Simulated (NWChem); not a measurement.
System: AlSiH$_{5}$O$_{2}$; SMILES [OH][Al]([SiH3])[OH]

The following NWChem deck was run.

```
start job
memory heap 200 mb stack 900 mb global 1100 mb
geometry units angstroms noautosym nocenter noautoz
  Al    -0.001479     0.444846     0.011335
  O     -1.520842     1.249040     0.004386
  H     -1.669938     2.206671    -0.013674
  O      1.523420     1.238257     0.000557
  H      1.680921     2.194436    -0.018473
  Si    -0.004758    -1.985818     0.011487
  H      1.146394    -2.538151     0.811925
  H      0.126794    -2.523110    -1.392458
  H     -1.282950    -2.537026     0.587806
end
basis spherical
  Al library 6-31+g*
  O library 6-31+g*
  H library 6-31+g*
  Si library 6-31+g*
end
dft
  xc xcamb88 1.00 lyp 1.0 hfexch 1.00
  cam 0.33 cam_alpha 0.0 cam_beta 1.0
  iterations 150
end
property
  response 1 0.0
end
task dft property
```

NWChem printed, in part:

```
             Northwest Computational Chemistry Package (NWChem) 7.3.0
             --------------------------------------------------------

                             Geometry "geometry" -> ""
                             -------------------------

 Output coordinates in angstroms (scale by  1.889725989 to convert to a.u.)

  No.       Tag          Charge          X              Y              Z
 ---- ---------------- ---------- -------------- -------------- --------------
    1 Al                  13.0000    -0.00147900     0.44484600     0.01133500
    2 O                    8.0000    -1.52084200     1.24904000     0.00438600
    3 H                    1.0000    -1.66993800     2.20667100    -0.01367400
    4 O                    8.0000     1.52342000     1.23825700     0.00055700
    5 H                    1.0000     1.68092100     2.19443600    -0.01847300
    6 Si                  14.0000    -0.00475800    -1.98581800     0.01148700
    7 H                    1.0000     1.14639400    -2.53815100     0.81192500
    8 H                    1.0000     0.12679400    -2.52311000    -1.39245800
    9 H                    1.0000    -1.28295000    -2.53702600     0.58780600

 Effective nuclear repulsion energy (a.u.)     196.5973780914

                              NWChem Property Module
                              ----------------------

                                 NWChem DFT Module
                                 -----------------

 Summary of "ao basis" -> "ao basis" (spherical)
 ------------------------------------------------------------------------------
       Tag                 Description            Shells   Functions and Types
 ---------------- ------------------------------  ------  ---------------------
 Al                         6-31+g*                 10       22   5s4p1d
 O                          6-31+g*                  8       18   4s3p1d
 H                          6-31+g*                  2        2   2s
 Si                         6-31+g*                 10       22   5s4p1d

            General Information
            -------------------
          SCF calculation type: DFT
          Wavefunction type:  closed shell.
          No. of atoms     :     9
          No. of electrons :    48
           Alpha electrons :    24
            Beta electrons :    24
          Charge           :     0
          Spin multiplicity:     1
          Use of symmetry is: off; symmetry adaption is: off
          Maximum number of iterations: 150
          AO basis - number of functions:    90
                     number of shells:    46
          Convergence on energy requested:  1.00D-06
          Convergence on density requested:  1.00D-05
          Convergence on gradient requested:  5.00D-04

              XC Information
              --------------
                     Hartree-Fock (Exact) Exchange  1.000
                   CAM-Becke88 Exchange Functional  1.000
              Lee-Yang-Parr Correlation Functional  1.000

           Range-Separation Parameters
           ---------------------------
           Alpha           :  0.00
           Beta            :  1.00
           Gamma           :  0.33
           Short-Range HF  :     F

             Grid Information
             ----------------
          Grid used for XC integration:  medium
          Radial quadrature: Mura-Knowles
          Angular quadrature: Lebedev.
          Tag              B.-S. Rad. Rad. Pts. Rad. Cut. Ang. Pts.
          ---              ---------- --------- --------- ---------
          Al                  1.25       88          13.0       590
          O                   0.60       49          13.0       434
          H                   0.35       45          14.0       434
          Si                  1.10       88          13.0       590
          Grid pruning is: on
          Number of quadrature shells:   499
          Spatial weights used:  Erf1

      Superposition of Atomic Density Guess
      -------------------------------------

 Sum of atomic energies:        -682.68127458

      Non-variational initial energy
      ------------------------------

 Total energy =    -683.502616
 1-e energy   =   -1336.549102
 2-e energy   =     456.449108
 HOMO         =      -0.344690
 LUMO         =      -0.026159

   convergence    iter        energy       DeltaE   RMS-Dens  Diis-err
 ---------------- ----- ----------------- --------- --------- ---------
 d= 0,ls=0.0,diis     1   -684.6083458914 -8.81D+02  1.49D-02  1.27D+00
 d= 0,ls=0.0,diis     2   -684.5963831492  1.20D-02  6.21D-03  1.75D+00
 d= 0,ls=0.0,diis     3   -684.7525442898 -1.56D-01  1.07D-03  9.25D-03
 d= 0,ls=0.0,diis     4   -684.7539248582 -1.38D-03  3.38D-04  3.12D-04
 d= 0,ls=0.0,diis     5   -684.7540041249 -7.93D-05  1.37D-04  2.08D-05
  Resetting Diis
 d= 0,ls=0.0,diis     6   -684.7540126639 -8.54D-06  3.10D-05  7.02D-07
 d= 0,ls=0.0,diis     7   -684.7540129916 -3.28D-07  7.78D-06  1.64D-07

         Total DFT energy =     -684.754012991584
      One electron energy =    -1340.525679604761
           Coulomb energy =      517.085115410909
    Exchange-Corr. energy =      -57.910826889171
 Nuclear repulsion energy =      196.597378091439

 Numeric. integr. density =       47.999988848976

                       DFT Final Molecular Orbital Analysis
                       ------------------------------------

 Vector   22  Occ=2.000000D+00  E=-4.249963D-01
              MO Center= -9.1D-03,  1.0D+00,  2.6D-02, r^2= 3.8D+00
   Bfn.  Coefficient  Atom+Function         Bfn.  Coefficient  Atom+Function
  ----- ------------  ---------------      ----- ------------  ---------------
    25      0.411211  2 O  px                45      0.409335  4 O  px
    29      0.257282  2 O  px                49      0.255922  4 O  px
    46     -0.153305  4 O  py                26      0.150615  2 O  py
     7     -0.119704  1 Al px                50     -0.112370  4 O  py
    30      0.110723  2 O  py                28     -0.103283  2 O  s

 Vector   23  Occ=2.000000D+00  E=-4.226226D-01
              MO Center=  5.8D-03,  1.2D+00,  2.8D-03, r^2= 3.0D+00
   Bfn.  Coefficient  Atom+Function         Bfn.  Coefficient  Atom+Function
  ----- ------------  ---------------      ----- ------------  ---------------
    27      0.442651  2 O  pz                47     -0.444071  4 O  pz
    31      0.296633  2 O  pz                51     -0.297607  4 O  pz
    35      0.102302  2 O  pz                55     -0.102508  4 O  pz
    21      0.071638  1 Al d  1

 Vector   24  Occ=2.000000D+00  E=-3.806252D-01
              MO Center= -4.0D-03, -1.1D+00,  1.4D-02, r^2= 2.8D+00
   Bfn.  Coefficient  Atom+Function         Bfn.  Coefficient  Atom+Function
  ----- ------------  ---------------      ----- ------------  ---------------
    70      0.432845  6 Si py                 8     -0.321840  1 Al py
     6      0.282247  1 Al s                 66     -0.174451  6 Si py
    76     -0.139872  6 Si s                  4      0.129063  1 Al py
     2     -0.119119  1 Al s                 10      0.116239  1 Al s
    86     -0.106151  7 H  s                 90     -0.106493  9 H  s

 Vector   25  Occ=0.000000D+00  E= 1.281981D-02
              MO Center=  1.2D-03,  1.9D+00,  2.1D-02, r^2= 1.0D+01
   Bfn.  Coefficient  Atom+Function         Bfn.  Coefficient  Atom+Function
  ----- ------------  ---------------      ----- ------------  ---------------
    16      1.366889  1 Al py                14      1.036997  1 Al s
    76      1.039115  6 Si s                 10     -0.937685  1 Al s
    12     -0.873555  1 Al py                72     -0.735922  6 Si s
    28     -0.209214  2 O  s                 48     -0.207659  4 O  s
    74     -0.188151  6 Si py                 6      0.166607  1 Al s

 Vector   26  Occ=0.000000D+00  E= 3.437039D-02
              MO Center= -1.3D-02,  1.2D-01,  1.0D-01, r^2= 7.7D+00
   Bfn.  Coefficient  Atom+Function         Bfn.  Coefficient  Atom+Function
  ----- ------------  ---------------      ----- ------------  ---------------
    17      0.866841  1 Al pz                 9      0.372114  1 Al pz
    88      0.336624  8 H  s                 76     -0.301370  6 Si s
    75      0.268159  6 Si pz                14      0.252594  1 Al s
    16     -0.242338  1 Al py                79     -0.215785  6 Si pz
    55     -0.211451  4 O  pz                35     -0.204391  2 O  pz

 Vector   27  Occ=0.000000D+00  E= 5.139679D-02
              MO Center= -2.0D-02, -1.2D+00, -5.6D-02, r^2= 1.9D+01
   Bfn.  Coefficient  Atom+Function         Bfn.  Coefficient  Atom+Function
  ----- ------------  ---------------      ----- ------------  ---------------
    14      4.217913  1 Al s                 76     -3.231886  6 Si s
    16     -2.993871  1 Al py                78     -1.991348  6 Si py
    12      0.915497  1 Al py                74      0.373379  6 Si py
    72     -0.353062  6 Si s                 52     -0.299605  4 O  s
    32     -0.284755  2 O  s                 68     -0.257626  6 Si s

     Multipole analysis of the density
     ---------------------------------

     L   x y z        total         alpha         beta         nuclear
     -   - - -        -----         -----         ----         -------
     0   0 0 0     -0.000000    -24.000000    -24.000000     48.000000

     1   1 0 0      0.004289      0.062610      0.062610     -0.120931
     1   0 1 0      1.101491      5.574826      5.574826    -10.048161
     1   0 0 1     -0.010769     -0.310427     -0.310427      0.610085

     2   2 0 0    -34.282179    -98.670169    -98.670169    163.058158
     2   1 1 0      0.038443     -0.064665     -0.064665      0.167773
     2   1 0 1      0.004753      0.101777      0.101777     -0.198801
     2   0 2 0    -23.787067   -210.905305   -210.905305    398.023542
     2   0 1 1     -0.112570      0.504221      0.504221     -1.121012
     2   0 0 2    -28.719361    -19.623214    -19.623214     10.527068

 *** CALLING NEW AORESP DRIVER FOR CLOSED AND OPEN SHELLS ***
 Entering AOResponse driver routine

--------------------------------------------------------------------------------

          -----------------------------------------------
          Solving response equations for perturbing field
          -----------------------------------------------

 number of frequencies:     1
 frequency in a.u.:  0.0000000E+00
 Perturbing field: electric
 Using El. Dipole Length Gauge

 Setting up CPKS with frequency omega =      0.00000000 a.u.

 STATIC response

                                NWChem CPHF Module
                                ------------------

  scftype          =     RHF
  nclosed          =       24
  nopen            =        0
  variables        =     1584
  # of vectors     =        3
  tolerance        = 0.10D-03
  level shift      = 0.00D+00
  max iterations   =       50
  max subspace     =       30

 SCF residual:    6.8526098914142494E-004

Iterative solution of linear equations
  No. of variables     1584
  No. of equations        3
  Maximum subspace       30
        Iterations       50
       Convergence  1.0D-04

   iter   nsub   residual    time
   ----  ------  --------  ---------
     1      3    1.11D+00      75.4
     2      6    1.70D+00      88.2
     3      9    6.01D-01      99.4
     4     12    1.18D-01     110.7
     5     15    1.12D-02     121.7
     6     18    2.34D-03     132.7
     7     21    3.39D-04     143.5
     8     24    7.37D-05     155.0

 Electric Dipole Response Matrix (nonzero elements):

              1        2        3
    1   58.6601  -0.1473  -0.0136
    2   -0.1473  69.9823   0.2923
    3   -0.0136   0.2923  49.6614

 ------------------------------------------
 average:        59.43464 + I       0.00000

 DFT Linear Response polarizability / au
 Frequency  =       0.0000000 / au
              X              Y              Z
 -----------------------------------------------
 X      58.6601408     -0.1473234     -0.0136056
 Y      -0.1473204     69.9823329      0.2923043
 Z      -0.0136112      0.2923257     49.6614342
 -----------------------------------------------
 Eigenvalues =      58.6582349     69.9884573     49.6572158
 Isotropic   =      59.4346360
 Anisotropic =      17.6458446
 -----------------------------------------------

 Magnetic Dipole Response Matrix (nonzero elements):

 Exiting AOResponse driver routine
```

Level: LC-BLYP (range parameter 0.33 per bohr)/6-31+G* (spherical d). Geometry: optimised at PBE-D3(BJ)/def2-SVP.
